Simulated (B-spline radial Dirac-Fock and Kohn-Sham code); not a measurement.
Z = 53 (iodine), transition energy 15.3 keV. These are calculated numbers from a radial finite-basis atomic code; the model is a Dirac-Hartree-Slater potential of the neutral atom with a Latter tail (no hole, which puts coefficients of high multipoles low close above an edge), finite nucleus with surface currents. The K shell is not open to conversion at this energy. Subshells that would emit electrons below 1 keV are left out.

Q: A pure transition shows α(L) = 4640, L1/L2 = 15.3 and L1/L3 = 1.79. What is its multipolarity?
A. M4
B. E3
C. E4
D. E1
E. M1
F. M2
G. E2
H. M3

A: F. For comparison, α(L), L1/L2, L1/L3 are E1 4.94, 1.45, 0.882; E2 3800, 0.00357, 0.00232; E3 727000, 0.0122, 0.00801; E4 5.67e+07, 0.0122, 0.00797; M1 21.4, 11.3, 46.1; M3 1.04e+06, 14.1, 0.176; M4 1.14e+08, 11.6, 0.0559.
